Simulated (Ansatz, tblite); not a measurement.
Isomers of WS4 (singlet), found by a short tight-binding search and relaxed with PBE-D4/def2-SVP in Ansatz.

In the def2 sets W takes a core potential; there is no spin–orbit coupling. The xTB rows come from tblite.

Run but left out: HF/def2-TZVP, HF/def2-TZVPP, MP2/def2-TZVPP, CCSD/def2-TZVPP, CCSD(T)/def2-TZVPP (A: restricted singlet, unstable towards broken spin symmetry).

B: The restricted singlet is unstable towards broken spin symmetry in Hartree–Fock (as tested in another run); at PBE-D4/def2-TZVP, r2SCAN-D4/def2-TZVP, PBE0-D4/def2-TZVP, ωB97M-V/def2-TZVP this wasn't settled.

Other spin states were run for one of them alone.

A:

```tsv
atom	x (Å)	y (Å)	z (Å)
W1	-0.091	-0.304	0.345
S2	1.475	-0.057	1.800
S3	-0.191	-2.329	-0.405
S4	0.028	0.926	-1.611
S5	-1.221	1.763	-0.129
```

B:

```xyz
5

W    -0.387    0.027   -0.312
S     0.806   -1.699    0.668
S    -0.798   -2.236   -0.619
S     0.960    1.577    0.757
S    -0.582    2.332   -0.495
```

Estimate which lies lowest at each level, and how far above it the others are (kcal/mol).


| level | A | B |
| --- | --- | --- |
| GFN1-xTB | 0.0 | 37.4 |
| GFN2-xTB | 0.0 | 6.5 |
| PBE-D4/def2-TZVP | 0.0 | 47.8 |
| r2SCAN-D4/def2-TZVP | 0.0 | 49.5 |
| PBE0-D4/def2-TZVP | 0.0 | 44.2 |
| ωB97M-V/def2-TZVP | 0.0 | 38.2 |
Point groups (tolerance 0.1 Å): A not assigned, B C2v. Lower isomers may exist.
